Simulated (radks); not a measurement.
Computed order of ionisation of magnesium. At each step one electron was removed from each of the four highest sub-shells of the ion before, moves of one valence electron (up to charge 6) and the configuration listed by NIST were tried, and the lowest configuration was kept. Method: scalar-relativistic Kohn-Sham, PBEsol, spin-polarised, spherical densities, finite nucleus; Fermi nuclear charge, rms radius of each element as measured or else 0.836 A^(1/3) + 0.57 fm; computed with a radial shooting solver on a logarithmic mesh with Libxc functionals. Open shells are filled with parallel spins first.

species  lowest configuration found  NIST configuration  margin to the next tried (eV)  IE (eV)  NIST IE (eV)       kind
Mg                         [Ne] 3s2                same                              -    7.538         7.646       exp.
Mg+                        [Ne] 3s1                same                          4.389   15.199        15.035       exp.
Mg2+                           [Ne]                same                         52.790   80.333        80.144       exp.
Mg3+                   [He] 2s2 2p5                same                         32.727   109.49        109.27  semi-emp.
Mg4+                   [He] 2s2 2p4                same                         32.024   140.54        141.33  semi-emp.
Mg5+                   [He] 2s2 2p3                same                         30.935   187.18         186.8  semi-emp.
Mg6+                   [He] 2s2 2p2                same                         14.083   225.70         225.0  semi-emp.
Mg7+                   [He] 2s2 2p1                same                         14.566   265.61        265.92  semi-emp.
Mg8+                       [He] 2s2                same                         16.007   325.15        327.99  semi-emp.
Mg9+                       [He] 2s1                same                         1313.4   367.48        367.49     theory
Mg10+                          [He]                same                         1326.3   1756.9        1761.8     theory

Reference values: NIST Atomic Spectra Database (exp. = measured, semi-emp. = semi-empirical, theory = theoretical value adopted there). Open shells are spherical and high-spin; term and fine-structure splittings are not resolved. Tried without a valid solution: [Ne] 3s1 3p1.
